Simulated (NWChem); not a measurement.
System: C₃H₇NSi; SMILES C(=C)/C=N/[SiH3]

Input file for NWChem:

```
start job
memory heap 200 mb stack 900 mb global 1100 mb
geometry units angstroms noautosym nocenter noautoz
  C      0.755210     2.549747     0.000000
  C     -0.460535     1.990774     0.000000
  C     -0.668315     0.530506     0.000000
  N      0.287765    -0.306429     0.000000
  Si     0.125396    -2.050713     0.000000
  H      1.643675     1.911024     0.000000
  H      0.890092     3.633912     0.000000
  H     -1.361591     2.613092     0.000000
  H     -1.739351     0.227628     0.000000
  H     -0.612949    -2.521836     1.215930
  H     -0.612949    -2.521836    -1.215930
  H      1.482223    -2.663646     0.000000
end
basis spherical
  C library 6-311g**
  N library 6-311g**
  Si library 6-311g**
  H library 6-311g**
end
dft
  xc b3lyp
  iterations 150
end
property
  shielding 11 1 2 3 4 5 6 7 8 9 10 12
  efieldgrad
end
task dft property
```

NWChem printed, in part:

```
             Northwest Computational Chemistry Package (NWChem) 7.3.0
             --------------------------------------------------------

                             Geometry "geometry" -> ""
                             -------------------------

 Output coordinates in angstroms (scale by  1.889725989 to convert to a.u.)

  No.       Tag          Charge          X              Y              Z
 ---- ---------------- ---------- -------------- -------------- --------------
    1 C                    6.0000     0.75521000     2.54974700     0.00000000
    2 C                    6.0000    -0.46053500     1.99077400     0.00000000
    3 C                    6.0000    -0.66831500     0.53050600     0.00000000
    4 N                    7.0000     0.28776500    -0.30642900     0.00000000
    5 Si                  14.0000     0.12539600    -2.05071300     0.00000000
    6 H                    1.0000     1.64367500     1.91102400     0.00000000
    7 H                    1.0000     0.89009200     3.63391200     0.00000000
    8 H                    1.0000    -1.36159100     2.61309200     0.00000000
    9 H                    1.0000    -1.73935100     0.22762800     0.00000000
   10 H                    1.0000    -0.61294900    -2.52183600     1.21593000
   11 H                    1.0000    -0.61294900    -2.52183600    -1.21593000
   12 H                    1.0000     1.48222300    -2.66364600     0.00000000

 Effective nuclear repulsion energy (a.u.)     198.7012697719

                              NWChem Property Module
                              ----------------------

  itol2e modified to match energy
  convergence criterion.

                                 NWChem DFT Module
                                 -----------------

 Summary of "ao basis" -> "ao basis" (spherical)
 ------------------------------------------------------------------------------
       Tag                 Description            Shells   Functions and Types
 ---------------- ------------------------------  ------  ---------------------
 C                          6-311g**                 8       18   4s3p1d
 N                          6-311g**                 8       18   4s3p1d
 Si                         6-311g**                12       26   6s5p1d
 H                          6-311g**                 4        6   3s1p

  itol2e modified to match energy
  convergence criterion.

            General Information
            -------------------
          SCF calculation type: DFT
          Wavefunction type:  closed shell.
          No. of atoms     :    12
          No. of electrons :    46
           Alpha electrons :    23
            Beta electrons :    23
          Charge           :     0
          Spin multiplicity:     1
          Use of symmetry is: off; symmetry adaption is: off
          Maximum number of iterations: 150
          AO basis - number of functions:   140
                     number of shells:    72
          Convergence on energy requested:  1.00D-07
          Convergence on density requested:  1.00D-05
          Convergence on gradient requested:  5.00D-04

              XC Information
              --------------
                         B3LYP Method XC Potential
                     Hartree-Fock (Exact) Exchange  0.200
                        Slater Exchange Functional  0.800 local
                    Becke 1988 Exchange Functional  0.720 non-local
              Lee-Yang-Parr Correlation Functional  0.810
                  VWN I RPA Correlation Functional  0.190 local

[...]

          -----------------------------------------
          Chemical Shielding Tensors (GIAO, in ppm)
          -----------------------------------------

                                NWChem CPHF Module
                                ------------------

  scftype          =     RHF
  nclosed          =       23
  nopen            =        0
  variables        =     2691
  # of vectors     =        3
  tolerance        = 0.10D-03
  level shift      = 0.00D+00
  max iterations   =       50
  max subspace     =       30

 SCF residual:    5.7240467774906382E-005

Iterative solution of linear equations
  No. of variables     2691
  No. of equations        3
  Maximum subspace       30
        Iterations       50
       Convergence  1.0D-04

   iter   nsub   residual    time
   ----  ------  --------  ---------
     1      3    5.73D-01     242.1
     2      6    8.88D-02     259.2
     3      9    3.53D-03     276.7
     4     12    2.66D-04     294.1
     5     15    1.38D-05     311.6

      Atom:    1  C
        Diamagnetic
    262.3069      6.1174     -0.0000
      6.1174    261.4958     -0.0000
     -0.0000     -0.0000    241.3413

        Paramagnetic
   -231.6478     28.5429     -0.0000
     28.5429   -306.8742     -0.0000
     -0.0000     -0.0000    -66.5714

        Total Shielding Tensor
     30.6592     34.6603     -0.0000
     34.6603    -45.3784     -0.0000
     -0.0000     -0.0000    174.7699

           isotropic =      53.3502
          anisotropy =     182.1295

          Principal Components and Axis System
                 1           2           3
              174.7699    -58.8063     44.0871

      1        -0.0000     -0.3613      0.9325
      2        -0.0000      0.9325      0.3613
      3         1.0000      0.0000      0.0000

      Atom:    2  C
        Diamagnetic
    259.0352      5.4211     -0.0000
      5.4211    267.6197     -0.0000
     -0.0000     -0.0000    236.4642

        Paramagnetic
   -237.4501     52.2757      0.0000
     52.2757   -304.5521      0.0000
      0.0000      0.0000    -93.1821

        Total Shielding Tensor
     21.5851     57.6967     -0.0000
     57.6967    -36.9324     -0.0000
     -0.0000     -0.0000    143.2821

           isotropic =      42.6449
          anisotropy =     150.9558

          Principal Components and Axis System
                 1           2           3
              143.2821    -72.3651     57.0178

      1        -0.0000     -0.5233      0.8521
      2        -0.0000      0.8521      0.5233
      3         1.0000     -0.0000      0.0000

      Atom:    3  C
        Diamagnetic
    256.4840     -4.9914      0.0000
     -4.9914    268.0210     -0.0000
      0.0000     -0.0000    235.6705

        Paramagnetic
   -299.0747    -41.4278     -0.0000
    -41.4278   -321.2471      0.0000
     -0.0000      0.0000   -118.6492

        Total Shielding Tensor
    -42.5907    -46.4193     -0.0000
    -46.4193    -53.2261      0.0000
     -0.0000      0.0000    117.0213

           isotropic =       7.0682
          anisotropy =     164.9297

          Principal Components and Axis System
                 1           2           3
              117.0213    -94.6313     -1.1855

      1        -0.0000      0.6657      0.7463
      2         0.0000      0.7463     -0.6657
      3         1.0000     -0.0000      0.0000

      Atom:    4  N
        Diamagnetic
    317.2006    -10.8244      0.0000
    -10.8244    351.5893     -0.0000
      0.0000     -0.0000    315.2364

        Paramagnetic
   -461.3424    121.3498      0.0000
    121.3498   -780.9760      0.0000
      0.0000      0.0000    -22.2554

        Total Shielding Tensor
   -144.1418    110.5254      0.0000
    110.5254   -429.3867     -0.0000
      0.0000     -0.0000    292.9810

           isotropic =     -93.5158
          anisotropy =    -560.5261

          Principal Components and Axis System
                 1           2           3
             -467.1999    292.9810   -106.3286

      1        -0.3237      0.0000      0.9462
      2         0.9462      0.0000      0.3237
      3         0.0000      1.0000     -0.0000

      Atom:    5  Si
        Diamagnetic
    877.1643      0.1771      0.0000
      0.1771    886.3369      0.0000
      0.0000      0.0000    877.4790

        Paramagnetic
   -476.7242    -11.2727      0.0000
    -11.2727   -429.7365     -0.0000
      0.0000     -0.0000   -539.3303

        Total Shielding Tensor
    400.4400    -11.0957      0.0000
    -11.0957    456.6004     -0.0000
      0.0000     -0.0000    338.1487

           isotropic =     398.3964
          anisotropy =      90.4751

          Principal Components and Axis System
                 1           2           3
              458.7132    398.3273    338.1487

      1        -0.1870      0.9824     -0.0000
      2         0.9824      0.1870      0.0000
      3        -0.0000      0.0000      1.0000

      Atom:    6  H
        Diamagnetic
     36.4685     -3.6991     -0.0000
     -3.6991     30.7619     -0.0000
     -0.0000     -0.0000     21.9104

        Paramagnetic
     -9.9533      5.8723      0.0000
      5.8723     -6.2451      0.0000
      0.0000      0.0000      1.5598

        Total Shielding Tensor
     26.5152      2.1731      0.0000
      2.1731     24.5168      0.0000
      0.0000      0.0000     23.4702

           isotropic =      24.8341
          anisotropy =       4.6107

          Principal Components and Axis System
                 1           2           3
               27.9078     23.4702     23.1242

      1         0.8419      0.0000     -0.5396
      2         0.5396     -0.0000      0.8419
      3         0.0000      1.0000      0.0000

      Atom:    7  H
        Diamagnetic
     26.4606      4.0717     -0.0000
      4.0717     41.6222     -0.0000
     -0.0000     -0.0000     23.4420

        Paramagnetic
      1.4699     -2.7618      0.0000
     -2.7618    -16.8123     -0.0000
      0.0000     -0.0000      2.6391

[...]
```

Level: B3LYP/6-311G** (spherical d), GIAO. All runs use the structure optimised with PBE0/def2-SVP. No frequency run checked for a minimum. NWChem prints the field gradient with the sign opposite to the second derivative of the potential. The output numbers the shielded atoms by their place in the input's list. The printed shielding anisotropy is the first printed principal value minus the mean of the other two.
